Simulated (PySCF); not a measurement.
C4H8O2, SMILES O[C@]1(C)[C@@H](O)C1.

Geometry optimised at ωB97X-D3(BJ)/def2-SVP. The structure was generated by enumeration; whether it is a known compound was not checked. One conformer was computed; it need not be the lowest.

Level of theory: ωB97X-D3(BJ)/def2-SVP in PySCF 2.14.0.

No scaling factor is applied to the harmonic values.

```
mode  ν (cm⁻¹)  IR (km/mol)  Raman (Å⁴/amu)  depolarisation  moving atoms (share of kinetic energy)
----  --------  -----------  --------------  --------------  --------------------------------------
1          198          3.9             0.4            0.74                                  H 88 %
2          228          0.7             0.5            0.75                  O 38 %, C 32 %, H 29 %
3          263         27.5             1.3            0.71                  H 37 %, O 33 %, C 30 %
4          304         78.2             3.1            0.69                                  H 88 %
5          330         95.6             2.4            0.74                          H 83 %, C 11 %
6          405          9.5             0.7            0.67                  C 38 %, H 32 %, O 30 %
7          425         58.8             1.3            0.72                  O 44 %, C 30 %, H 27 %
8          482          1.2             1.7            0.52                  H 39 %, O 30 %, C 30 %
9          521          1.4             0.3            0.75                  C 44 %, H 30 %, O 26 %
10         741         10.0             9.4            0.34                  C 59 %, H 26 %, O 15 %
11         846          5.1             8.1            0.37                  H 53 %, C 34 %, O 13 %
12         927         16.0             2.5            0.74                          H 70 %, C 26 %
13         947          2.3            11.4            0.57                   H 48 %, C 43 %, O 9 %
14         985          3.3             3.7            0.66                  H 51 %, C 37 %, O 12 %
15        1040         11.4             3.4            0.71                          H 63 %, C 30 %
16        1045          7.7             6.5            0.53                          H 61 %, C 37 %
17        1102         21.7             2.4            0.66                          H 69 %, C 30 %
18        1127         12.5             6.1            0.35                          H 51 %, C 48 %
19        1220         97.6             3.2            0.69                  C 39 %, H 36 %, O 25 %
20        1277         28.7             5.0            0.29                  H 66 %, C 24 %, O 10 %
21        1286        168.0             6.2            0.64                  H 62 %, C 27 %, O 11 %
22        1334         14.6             0.8            0.40                          H 47 %, C 46 %
23        1361          6.7             4.7            0.65                          H 68 %, C 29 %
24        1409          3.2             6.7            0.59                          H 81 %, C 18 %
25        1428         23.9             0.8            0.72                          H 53 %, C 45 %
26        1469          4.0            14.7            0.69                          H 90 %, C 10 %
27        1473          3.0            10.5            0.75                                  H 95 %
28        1550         17.1             7.1            0.03                          C 72 %, H 27 %
29        3065         25.9           131.3            0.03                                  H 97 %
30        3141         25.5            88.8            0.30                           H 92 %, C 8 %
31        3151         18.8            79.3            0.72                           H 91 %, C 9 %
32        3160          2.2           111.0            0.07                                  H 95 %
33        3198          6.9            49.9            0.73                           H 91 %, C 9 %
34        3267          2.0            57.6            0.72                          H 89 %, C 11 %
35        3864         31.0            92.8            0.27                                  H 94 %
36        3880         45.5           109.9            0.28                                  H 94 %
```
